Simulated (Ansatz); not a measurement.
`C[O][GaH][CH3]` + F• → `C[O][Ga][CH3]`• + H–F at 600 K and 1 bar (hydrogen abstraction from a Ga–H bond).

Program: Ansatz. Geometries: PBE0-D4/def2-TZVP. ΔE: electronic, gas phase. CBS: MP2 limit from def2 TZ/QZ plus the TZ coupled-cluster correction, frozen cores. This one scheme is used for every species, atoms too. No spin–orbit coupling; open shells (•) take unrestricted orbitals. Spin–orbit coupling would lower the free atoms: a little for F. Bonds to Ga are less sure, by a few kJ/mol each and by 10 to 20 or more in all where they break to atoms, as the def2 sets lack core-valence functions. Scalar relativity is left out up to krypton. Each species was taken in one conformer, which may not be the lowest.

```json
{"species": "`C[O][GaH][CH3]`", "CCSD(T)/CBS energy (Eh)": "-2079.44369", "H − E (kJ/mol)": "281.7", "S (J/(mol·K))": "444.3"}
{"species": "F•", "CCSD(T)/CBS energy (Eh)": "-99.66871", "H − E (kJ/mol)": "12.5", "S (J/(mol·K))": "175.0"}
{"species": "`C[O][Ga][CH3]`•", "CCSD(T)/CBS energy (Eh)": "-2078.80727", "H − E (kJ/mol)": "257.4", "S (J/(mol·K))": "449.4"}
{"species": "H–F", "CCSD(T)/CBS energy (Eh)": "-100.39570", "H − E (kJ/mol)": "42.3", "S (J/(mol·K))": "194.0"}
```

H − E and S are ideal-gas, rigid-rotor, harmonic terms from PBE0-D4/def2-TZVP, for one conformer and one mirror image of each species, with the whole ground term of open shells counted as degenerate. 1 Eh = 2625.50 kJ/mol, R = 8.31446 J/(mol·K).

Question: By hand: ΔE, ΔH, ΔS and ΔG.

Answer: ΔE = (-2078.80727) + (-100.39570) − (-2079.44369) − (-99.66871) = -0.09057 Eh = -237.8 kJ/mol. Δ(H − E) = 257.4 + 42.3 − 281.7 − 12.5 = 5.5, so ΔH = -232.3 kJ/mol. ΔS = 449.4 + 194.0 − 444.3 − 175.0 = 24.1 J/(mol·K). ΔG = -232.3 − 600 × (24.1)/1000 = -246.8 kJ/mol.

Question: By hand: the equilibrium constant, and the temperature at which ΔG would vanish if ΔH and ΔS stayed fixed.

Answer: log₁₀ K = −ΔG/(RT ln 10) = 21.5. ΔH and −TΔS have one sign here, so there is no such temperature.

ΔH outweighs TΔS. A doubt of 5 kJ/mol in ΔE shifts log₁₀ K by 0.4 here. Other conformers and mirror images would add mixing entropy, several J/(mol·K) or more a flexible species. Modes under 60 cm⁻¹, often nearly free rotors, make the harmonic entropy too high. These are equilibria of isolated gas molecules and say nothing of rates. Largest T1 diagnostic: 0.016 (customary marks: 0.02 for closed shells, 0.045 for open ones).
